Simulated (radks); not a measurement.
Charge is removed step by step from the 5p3/2 level of Hg+, starting from [Kr] 4d10 4f14 5s2 5p(1/2: 2, 3/2: 4) 5d10 6s1. Calculated with a radial shooting solver on a logarithmic mesh with Libxc functionals: Dirac Kohn-Sham, PBE, spin-unpolarised, spherical densities, point nucleus.

| removed (e) | E - E(0) (eV) | eigenvalue (eV) | E minus straight line (eV) |
|---|---|---|---|
| 0 | 0.000 | -70.710 | 0.000 |
| 0.125 | 8.951 | -72.511 | -0.816 |
| 0.25 | 18.129 | -74.338 | -1.404 |
| 0.375 | 27.537 | -76.191 | -1.763 |
| 0.5 | 37.178 | -78.070 | -1.889 |
| 0.625 | 47.055 | -79.971 | -1.778 |
| 0.75 | 57.172 | -81.896 | -1.428 |
| 0.875 | 67.530 | -83.843 | -0.836 |
| 1 | 78.133 | -85.811 | 0.000 |

Removing the whole electron costs 78.133 eV by Delta-SCF, against 70.710 eV from minus the eigenvalue at the starting occupation. Slater's transition state (half an electron removed) gives 78.070 eV. Integrating minus the eigenvalue over the occupation (Janak's theorem) gives 78.133 eV. The mean slope of the eigenvalue, de/dn, is 15.1 eV per electron.
